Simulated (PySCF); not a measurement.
C2H6O2Si, SMILES O[SiH]1COC1. Atoms are numbered in the order given.

```xyz
11

O      2.0079    -0.4672     0.0000
Si     0.5775     0.3795     0.0000
C     -0.8443    -0.1459    -1.1313
O     -1.7228    -0.0429     0.0000
C     -0.8443    -0.1459     1.1313
H      2.8265     0.0349     0.0000
H      0.8755     1.8471     0.0000
H     -0.7792    -1.1845    -1.5113
H     -1.1887     0.5028    -1.9525
H     -1.1887     0.5028     1.9525
H     -0.7792    -1.1845     1.5113
```
Charge 0, spin multiplicity 1.

Geometry optimised at PBE0-D3(BJ)/def2-SVP. This is a generated structure with no PubChem entry under its InChIKey; it may be hypothetical. Other conformers were not sampled.

Computed with CAM-B3LYP/def2-TZVP run with PySCF.

ESP charges are fitted to the potential on shells at 1.4 to 2.0 van der Waals radii. Atomic charges (e):

```json
[
 {"atom": "O1", "IAO": "-0.79", "ESP fit": "-0.67", "Mulliken": "-0.54"},
 {"atom": "Si2", "IAO": "1.16", "ESP fit": "0.54", "Mulliken": "0.51"},
 {"atom": "C3", "IAO": "-0.36", "ESP fit": "-0.12", "Mulliken": "-0.18"},
 {"atom": "O4", "IAO": "-0.42", "ESP fit": "-0.31", "Mulliken": "-0.30"},
 {"atom": "C5", "IAO": "-0.36", "ESP fit": "-0.12", "Mulliken": "-0.18"},
 {"atom": "H6", "IAO": "0.37", "ESP fit": "0.43", "Mulliken": "0.32"},
 {"atom": "H7", "IAO": "-0.16", "ESP fit": "-0.12", "Mulliken": "-0.06"},
 {"atom": "H8", "IAO": "0.13", "ESP fit": "0.11", "Mulliken": "0.10"},
 {"atom": "H9", "IAO": "0.15", "ESP fit": "0.08", "Mulliken": "0.11"},
 {"atom": "H10", "IAO": "0.15", "ESP fit": "0.08", "Mulliken": "0.11"},
 {"atom": "H11", "IAO": "0.13", "ESP fit": "0.11", "Mulliken": "0.10"}
]
```

Computed Mayer and Wiberg (Löwdin basis) orders of the bonds:
```csv
bond,Mayer,Wiberg
O1–Si2,1.18,1.68
Si2–C3,0.97,1.08
C3–O4,0.95,1.42
Si2–C5,0.97,1.08
O4–C5,0.95,1.42
O1–H6,0.88,1.02
Si2–H7,0.93,0.90
C3–H8,0.94,0.89
C3–H9,0.96,0.91
C5–H10,0.96,0.91
C5–H11,0.94,0.89
```
